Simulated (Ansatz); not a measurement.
Consider the substitution at a C–C bond: `CC[CH](F)[AlH2]` + `N[SiH2]CCl` → `CN[SiH2]CCl` + `C[CH](F)[AlH2]`.

Isolated molecules relaxed with PBE0-D4/def2-TZVP in Ansatz; ΔE leaves out vibrations. CCSD(T)/CBS is the MP2 limit (def2-TZVPP, def2-QZVPP) plus CCSD(T) − MP2 in def2-TZVPP, frozen cores. Each species was taken in one conformer, which may not be the lowest.

```csv
species,CCSD(T)/CBS(def2) energy (Eh)
`CC[CH](F)[AlH2]`,-460.74863
`N[SiH2]CCl`,-845.25405
`CN[SiH2]CCl`,-884.49951
`C[CH](F)[AlH2]`,-421.48707
```

Problem. Work out ΔE.

Solution. ΔE = (-884.49951) + (-421.48707) − (-460.74863) − (-845.25405) = 0.01610 Eh = +0.44 eV.

Largest T1 diagnostic among the species: 0.011.

In def2-TZVPP, CCSD(T) changes the Hartree–Fock value by +0.04 eV (the triples alone add +0.00 eV) and MP2 by +0.07 eV.
